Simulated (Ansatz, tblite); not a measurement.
Cost and result up the ladder for TeOF₂ (4 atoms). The state is a singlet with charge 0. Geometry: PBE0-D4/def2-TZVP.

```xyz
4

Te    0.427   -0.101   -0.500
O    -0.936    0.860   -1.039
F     0.916    0.747    1.107
F    -0.408   -1.506    0.432
```

Ansatz on 4 threads of Arm Neoverse V2 on a shared host; xTB runs through tblite on one thread. Times are rough, summed over both states, and most runs start from the orbitals of an earlier one. PBE0-D4/def2-TZVP serves as the yardstick here, not as an exact answer. The other state is a triplet.

In the def2 sets Te takes a core potential; there is no spin–orbit coupling. The xTB rows come from tblite.

xTB has no spin-polarisation term.

| level | functions | wall time | vertical triplet (eV) | difference from PBE0-D4/def2-TZVP (eV) |
| --- | --- | --- | --- | --- |
| GFN2-xTB | 21 | 0.004 s | 5.34 | 1.12 |
| GFN1-xTB | 21 | 0.005 s | 4.99 | 0.77 |
| PBE-D4/def2-TZVP | 143 | 3 s | 4.37 | 0.14 |
| PBE0-D4/def2-TZVP (with forces) | 143 | 6.4 s | 4.22 | 0.00 |
| r2SCAN-D4/def2-TZVP | 143 | 11 s | 4.26 | 0.04 |
